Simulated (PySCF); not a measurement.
# O⁺: excitation energy

O⁺ [He] 2s2 2p3 (4S) → O⁺ [He] 2s2 2p2 3d1 (high-spin determinant), as a difference of total energies. All numbers are calculated (PySCF 2.14, scalar relativity by spin-free X2C-1e, in dyall-av3z). Correlated levels: valence: 1s2 frozen; virtual orbitals above 40 to 60 times the deepest correlated orbital energy dropped. The calculations carry no spin-orbit coupling.

```
           method  excitation energy (eV)
              UHF                  32.387
    MP2 (valence)                  32.485
SCS-MP2 (valence)                  32.276
   CCSD (valence)                  32.501
CCSD(T) (valence)                  32.449
```

Problem. How much does correlation contribute at CCSD(T) (valence)?

Solution. 32.449 − (32.387) = 0.062 eV, measured against UHF.

A first-order spin-orbit estimate (lowest level to lowest level, LS coupling) adds -0.018 eV.

The promoted electron is Rydberg-like, and one or two diffuse shells describe it only roughly, which tends to raise the upper state.

The determinant of the upper state mixes LS terms, which raises its energy above the lowest term, most at the Hartree-Fock and MP2 levels.
